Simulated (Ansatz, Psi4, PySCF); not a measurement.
C₂H₃O₂, charge -1, singlet, at a GFN2-xTB geometry. Base run: CAMB3LYP/6-31G* (PySCF).

Geometry (Å):
```xyz
7

C      0.1150     0.0520    -0.0530
O      0.2626     1.2167    -0.4956
O     -1.2083    -0.2433     0.4536
H     -1.6862     0.5842     0.3179
C      0.9809    -0.9800     0.0334
H      0.6800    -1.9274     0.4490
H      1.9958    -0.8760    -0.3133
```
Charge -1, spin multiplicity 1.
All else is at PySCF's defaults.

The same geometry, method and basis name were run in Ansatz (a quantum-chemistry and plane-wave program) and Psi4 and PySCF, at each program's defaults and at the settings that a row names. The base is PySCF at its defaults. Differences at the defaults can come from grids, fitting, cores and function types together.

```json
[
 {"code and settings": "PySCF, defaults (exact integrals, its default grid, spherical functions)", "ΔE vs base (µEh)": "0.0", "basis functions": "62", "E (Eh)": "-228.35146", "SCF cycles": "11"},
 {"code and settings": "Psi4, defaults (density fitting with its default set, its default grid, Cartesian functions)", "ΔE vs base (µEh)": "-4679", "basis functions": "66", "E (Eh)": "-228.35614", "SCF cycles": "9"},
 {"code and settings": "Ansatz, defaults (factorised integrals, its default grid, Cartesian functions)", "ΔE vs base (µEh)": "-4686", "basis functions": "66", "E (Eh)": "-228.35615", "SCF cycles": "-"},
 {"code and settings": "PySCF, density fitting with def2-universal-jkfit", "ΔE vs base (µEh)": "-34.0", "basis functions": "62", "E (Eh)": "-228.35150", "SCF cycles": "11"},
 {"code and settings": "PySCF, fine grid", "ΔE vs base (µEh)": "-0.1", "basis functions": "62", "E (Eh)": "-228.35146", "SCF cycles": "11"},
 {"code and settings": "Psi4, exact integrals, spherical functions, fine grid", "ΔE vs base (µEh)": "-0.2", "basis functions": "62", "E (Eh)": "-228.35146", "SCF cycles": "12"},
 {"code and settings": "Ansatz, high accuracy, Cartesian functions as the basis file defines them", "ΔE vs base (µEh)": "-4690", "basis functions": "66", "E (Eh)": "-228.35615", "SCF cycles": "-"}
]
```
